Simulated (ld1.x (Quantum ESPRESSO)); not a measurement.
Plane-wave convergence, PAW potential for Cl

- Element: chlorine
- Generator: ld1.x (Quantum ESPRESSO) 7.5
- Type: PAW
- Functional: PBE
- Relativity: non-relativistic
- Frozen core: [He]
- Valence charge: 15
- Reference configuration: 2s2 2p6 3s2 3p5
- Partial waves: 2s (bound): rcut 0.60, rcutus 0.65 bohr; 3s (bound): rcut 0.60, rcutus 0.65 bohr; 2p (bound): rcut 0.70, rcutus 0.85 bohr; 3p (bound): rcut 0.70, rcutus 0.85 bohr
- Local potential: all-electron potential smoothed inside 0.75 bohr (lloc = -1)
- Core correction: Bessel-smoothed model core, default radius (core density twice the valence density)
- Augmentation charge: BESSEL, radius 0.55 bohr

The pseudo-atom Hamiltonian at the reference potential is diagonalised in spherical Bessel functions j_l(qr) that vanish at 20 bohr, with q² up to the cutoff. All-electron valence levels (Ry): 2s -18.4465, 3s -1.5089, 2p -14.0802, 3p -0.6328.

Question: How do the lowest levels (Ry) of each channel move with the cutoff, and are there ghosts?

Answer:

```csv
cutoff (Ry),s #1,s #2,s #3,p #1,p #2,p #3,d #1,f #1,f #2,Σ f·Δε (mRy)
8,-9.4453,-0.3630,0.0231,-3.6759,0.0064,0.0798,0.0748,0.1192,0.2553,85914.2
15,-12.8667,-0.6780,0.0087,-8.3576,-0.0620,0.0573,0.0747,0.1192,0.2553,50009.3
25,-15.6229,-1.0066,-0.0043,-11.6306,-0.1599,0.0481,0.0747,0.1192,0.2553,23712.6
35,-17.0122,-1.2012,-0.0118,-13.0305,-0.2311,0.0445,0.0746,0.1192,0.2553,11789.6
50,-17.9313,-1.3512,-0.0177,-13.7327,-0.2862,0.0425,0.0746,0.1192,0.2553,5162.5
70,-18.2883,-1.4273,-0.0208,-13.9982,-0.3258,0.0412,0.0746,0.1192,0.2553,2505.2
100,-18.4216,-1.4751,-0.0228,-14.0738,-0.3810,0.0396,0.0746,0.1192,0.2553,1413.6
140,-18.4451,-1.5004,-0.0239,-14.0787,-0.5116,0.0365,0.0746,0.1192,0.2553,633.1
180,-18.4456,-1.5072,-0.0242,-14.0797,-0.6210,0.0343,0.0746,0.1192,0.2553,65.9
260,-18.4464,-1.5088,-0.0243,-14.0801,-0.6304,0.0341,0.0746,0.1192,0.2553,11.4
400,-18.4465,-1.5089,-0.0243,-14.0802,-0.6325,0.0340,0.0746,0.1192,0.2553,0.0
```

Result: no extra level below or beside the all-electron valence levels (s, p, d, f tested); 10 mRy is reached at 300 Ry and 1 mRy at over 300 Ry.

Test run stopped at test 4 of 7 (negative rho), 3 before it not solved.
